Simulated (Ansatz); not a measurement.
Species: CH3F3Sn, net charge 0, singlet state. 
Coordinates optimised at B3LYP-D3(BJ)/def2-TZVP (Ansatz, a first-principles code):
SMILES: [CH3][Sn]([F])([F])[F]
```xyz
8

C     -2.1314    -0.0307     0.1259
Sn    -0.0118    -0.0002     0.0007
F      0.7301     1.7372    -0.2973
F      0.8747    -0.6323     1.5730
F      0.7047    -1.0717    -1.4122
H     -2.4307     0.6053     0.9549
H     -2.5314     0.3452    -0.8121
H     -2.4457    -1.0574     0.2949
```
Charge 0, spin multiplicity 1.

Total electronic energies in hartree. Correlated levels leave the core frozen unless marked. No spin-orbit coupling. Frozen are the shells of the preceding noble gas and the d and f shells that filled before the atom's block. In def2 rows, elements after Kr have scalar-relativistic effective core potentials. Basis-set limits of correlation are two-point, X^-3; Hartree-Fock from the larger set.

```
level                                        program  energy (Eh)
------------------------------------  --------------  -----------
PBE-D3(BJ)/def2-TZVPD                 Ansatz + dftd3          [?]
BLYP-D4/def2-TZVPD                    Ansatz + dftd4   -553.92478
B97M-V/def2-TZVPD                             Ansatz          [?]
PBE0/def2-QZVPP                               Ansatz   -553.69374
r2SCANh-D4/def2-TZVPD                 Ansatz + dftd4          [?]
B2GP-PLYP/def2-TZVPD                          Ansatz   -553.41345
RI-MP2/CBS(def2-TZVPPD,def2-QZVPPD)           Ansatz    -552.7631
CCSD/CBS(def2-TZVPPD,def2-QZVPPD)             Ansatz    -552.7572
CCSD(T)/CBS(def2-TZVPPD,def2-QZVPPD)          Ansatz    -552.8010
```

### Question
Complete the blanks.

### Answer

- PBE-D3(BJ)/def2-TZVPD, energy (Eh): -553.66966
- B97M-V/def2-TZVPD, energy (Eh): -553.89964
- r2SCANh-D4/def2-TZVPD, energy (Eh): -553.91010
